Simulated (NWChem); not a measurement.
Species: CH$_{6}$AlN; SMILES [CH3][AlH][NH2]

```xyz
9

Al    -0.4784     0.0676     0.1454
H     -2.0179     0.2316     0.5151
C      0.4126    -1.6676     0.0082
H      0.3454    -2.2217     0.9600
H      1.4791    -1.5878    -0.2563
H     -0.0736    -2.3012    -0.7532
N      0.4204     1.5715    -0.1454
H      1.4026     1.6375    -0.3892
H      0.0198     2.5017    -0.0908
```
Atoms are numbered in this order, from 1.

Results from NWChem. Pople sets run with spherical d functions. STO-3G and 3-21G are far too small for this property and stand as cheap habits. All runs use the structure optimised with PBE0/def2-SVP. Field at 589 nm.

| level | isotropic polarisability (bohr³) | anisotropy (bohr³) |
|---|---|---|
| B3LYP/STO-3G | 20.7 | 15.6 |
| B3LYP/6-31G* | 42.2 | 14.0 |
| B3LYP/def2-SVP | [?] | [?] |
| B3LYP/def2-SVPD | 53.2 | 12.8 |
| B3LYP/aug-cc-pVDZ | 55.1 | 13.2 |

Task: Some entries are withheld; supply them.

Result: 
- B3LYP/def2-SVP, isotropic polarisability (bohr³): 43.6
- B3LYP/def2-SVP, anisotropy (bohr³): 15.0
